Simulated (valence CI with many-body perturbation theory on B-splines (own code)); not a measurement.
Values are calculated unless marked as measured or tabulated.
Sensitivity of CI+MBPT for Tc20+

Level of theory: configuration interaction combined with many-body perturbation theory (CI+MBPT): five valence electrons over a frozen Dirac-Fock core [Ar], a basis of 6 s, 6 p, 5 d, 5 f, 1 g functions for each j, with the one-electron correlation potential Σ1 (screened to all orders), the two-electron term Σ2, the three-electron term Σ3, Breit, model QED; selected single and double excitations, second order for the rest, scaled by the run's own slope (own B-spline code, finite nucleus).

No measured spectrum was set against this ion. As an estimate, terms of the open shell hold to 2 to 4 % of their energy, and close levels can change places. Among the levels kept, up to 510 cm⁻¹ of a level comes from second order outside the variational space, and about a tenth of that is noise between levels of different J, which matters for small intervals. Only levels of the ground parity were solved; by the run's estimate the other parity begins above the list, which can be wrong where configurations are misplaced.

The reference run has the lowest level 3d5 6S_5/2 and an ionisation energy of 903.253 eV. Its largest variational space holds 9982 state functions.

Names give the largest LS component (configuration and term), which can be under half, so a name can repeat, a term be missing and a line seem to break the LS rules; names also repeat where a configuration has a term twice. Letters in brackets count levels of one name in rising energy.

Changed runs:
A. QED terms on → off; scale of Σ1 1 → 0
B. logarithmic knot step 0.27 → 0.4
C. scale of Σ2 1 → 0.8
D. scale of Σ1 1 → 2 (bad on purpose)

Excitation energies of the reference run in cm⁻¹, and shifts in cm⁻¹:

| Level | Reference | A | B | C | D |
| --- | --- | --- | --- | --- | --- |
| 3d5 4G_5/2 [a] | 86930 | +241 | +0.7 | +770 | -143 |
| 3d5 4G_7/2 | 100959 | -151 | 0 | +510 | +162 |
| 3d5 4G_11/2 | 102209 | -222 | -0.1 | +373 | +216 |
| 3d5 4G_5/2 [b] | 105111 | -234 | +0.1 | +573 | +230 |
| 3d5 4P_3/2 | 105203 | -93 | +0.4 | +1090 | +122 |
| 3d5 4G_9/2 | 105703 | -304 | -0.2 | +779 | +280 |
| 3d5 4P_1/2 | 114740 | -262 | +0.5 | +698 | +256 |
| 3d5 4D_7/2 | 126939 | -411 | -0.5 | +876 | +375 |
| 3d5 4D_5/2 | 136261 | -398 | 0 | +893 | +367 |
| 3d5 4D_1/2 | 140195 | -629 | -0.4 | +802 | +548 |
| 3d5 4D_3/2 | 144048 | -656 | -0.3 | +1030 | +570 |
| 3d5 2I_11/2 | 146644 | -376 | -0.1 | +198 | +358 |
| Ionisation energy (eV) | 903.253 | -2.313 | -0.006 | -1.671 | +2.306 |
